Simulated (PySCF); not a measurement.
Computed shifts of a molecule CH₁₀OSi₄, PBE/pcSseg-1 run with PySCF, GIAO, gas phase, atoms alike by connectivity averaged where their shifts nearly agree, in ppm (number of nuclei): ²⁹Si: -2.4 (1), -61.2 (1), -103.2 (1), -145.5 (1). ¹³C: 60.9 (1). ¹H: 5.74 (2), 4.85 (1), 4.63 (1), 4.13 (3), 4.11 (1), 3.67 (1), 3.31 (1). References: ²⁹Si against TMS (σ = 335.4 ppm); ¹³C against TMS (σ = 182.0 ppm); ¹⁷O against H2O (σ = 334.3 ppm); ¹H against TMS (σ = 31.49 ppm), references at their B3LYP-D3(BJ)/def2-TZVP geometries, non-relativistic. Geometry: PBE0-D3(BJ)/def2-SVP. One conformer was computed; it need not be the lowest.

Task: Which molecule gave these data?
A) [SiH3][Si@@H]1[SiH2]CO[SiH2]1
B) C1[SiH2]O[SiH2][SiH2][SiH2]1
C) O[SiH2]C1[SiH2][SiH2][SiH2]1
D) O[SiH2][SiH]1[SiH2]C[SiH2]1

Result: A, [SiH3][Si@@H]1[SiH2]CO[SiH2]1
